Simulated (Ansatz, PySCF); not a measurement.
System: GaF2 (charge +1, singlet). It need not be the lowest isomer of its formula. 
Geometry from a B3LYP-D3(BJ)/def2-TZVP (Ansatz, a quantum-chemistry and plane-wave program) optimisation:
```
Ga
F 1 1.6703
F 1 1.6703 2 180.00
```
Charge +1, spin multiplicity 1.

Total electronic energies in hartree. Valence correlation only, unless marked. No spin-orbit coupling. Frozen are the shells of the preceding noble gas and the d and f shells that filled before the atom's block. Non-relativistic. CBS(X,Y): correlation extrapolated as X^-3; Hartree-Fock from the larger set. The bracket is a focal-point correction in the basis named.

```tsv
level	program	energy (Eh)
HF/cc-pVDZ	Ansatz	-2121.82518
HF-D4/def2-TZVPD	PySCF + dftd4	-2121.96270
SVWN5/def2-TZVPD	Ansatz	-2120.06839
revPBE-D3(BJ)/def2-TZVPD	Ansatz + dftd3	…
r2SCAN/def2-TZVPD	Ansatz	-2124.25249
PBE0/6-31G*	Ansatz	-2123.52616
PBE0-D3(BJ)/def2-TZVPD	Ansatz + dftd3	-2123.90156
PBE0/def2-TZVP	Ansatz	-2123.89882
r2SCAN0-D4/def2-TZVPD	Ansatz + dftd4	-2124.19470
PW6B95-D3(BJ)/def2-TZVPD	PySCF + dftd3	-2125.50108
HSE06/def2-TZVPD	Ansatz	-2123.89336
wB97X-V/def2-TZVPD	Ansatz	…
B2GP-PLYP-D3(BJ)/def2-TZVPD	Ansatz + dftd3	-2123.66127
B2GP-PLYP-D4/def2-TZVPD	Ansatz + dftd4	-2123.66076
MP2/aug-cc-pVQZ	Ansatz	-2122.62809
MP2/cc-pVQZ	Ansatz	-2122.62097
SCS-MP2/STO-3G	Ansatz	-2096.85574
SCS-MP2/cc-pVTZ	Ansatz	-2122.53161
CCSD/6-31G	Ansatz	-2121.76998
CCSD(T)/aug-cc-pVTZ	Ansatz	-2122.57756
CCSD(T)/cc-pVTZ	Ansatz	-2122.55933
RI-MP2/CBS(cc-pVTZ,cc-pVQZ)+[CCSD(T)-MP2]/cc-pVQZ	Ansatz	-2122.6672
CCSD(T)/CBS(aug-cc-pVTZ,aug-cc-pVQZ)	Ansatz	-2122.6680
```

Q: Fill in the missing entries.

A: 
- revPBE-D3(BJ)/def2-TZVPD, energy (Eh): -2124.14395
- wB97X-V/def2-TZVPD, energy (Eh): -2124.09897
